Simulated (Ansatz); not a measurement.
```xyz
2

Ti    0.0000    0.0000   -0.3897
O     0.0000    0.0000    1.0716
```

Basis set: def2-TZVP (spherical functions). Left uncorrelated: 6 orbitals. Charge 0, multiplicity 3.

Computed with Ansatz (development build ahead of 0.2.0); each method stands on the lowest determinant of its kind that the runs found.

The atomization energy at this shape (free ground-state atoms in the same class of orbitals less the molecule, no zero-point energy) of triplet TiO:

```json
{"method": "UHF-MP2", "atomization energy": "6.67 eV"}
```

**Question.** What does UHF give?

**Answer.** 1.81 eV. Caution: the shape is not the minimum.
